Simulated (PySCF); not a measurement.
H3O4S, SMILES O=S(O)(O)=[OH+], charge +1.

Geometry optimised at PBE0-D3(BJ)/def2-SVP. The isomer is the one that the SMILES or the coordinates give; other isomers of the formula were not compared. One conformer was computed; it need not be the lowest.

Method: PBE0-D3(BJ)/def2-SVP (PySCF).

Frequencies are harmonic and unscaled.

Modes within 1.5 cm⁻¹ of each other (mostly degenerate sets) share a row, with their intensities summed.

Task: Estimate the vibrational spectrum. (An estimate is asked for; the answer gives what the named calculation found.)

Result: 
```
mode   ν (cm⁻¹)  IR (km/mol)  moving atoms (share of kinetic energy)
-----  --------  -----------  --------------------------------------
1–2         228        203.0                          H 75 %, O 25 %
3           378        164.7                           H 90 %, O 8 %
4–5         405        113.6                          O 74 %, H 26 %
6–7         493        101.2                  O 68 %, S 22 %, H 10 %
8           497         16.3                  O 71 %, S 19 %, H 10 %
9           886         27.9                                  O 94 %
10–11       972        664.6                  O 53 %, H 28 %, S 18 %
12         1087        108.2                          H 88 %, O 12 %
13–14      1133        133.1                  H 57 %, S 27 %, O 16 %
15         1435        247.6                          O 57 %, S 42 %
16–17      3684       1117.1                                  H 94 %
18         3699         39.2                                  H 94 %
```
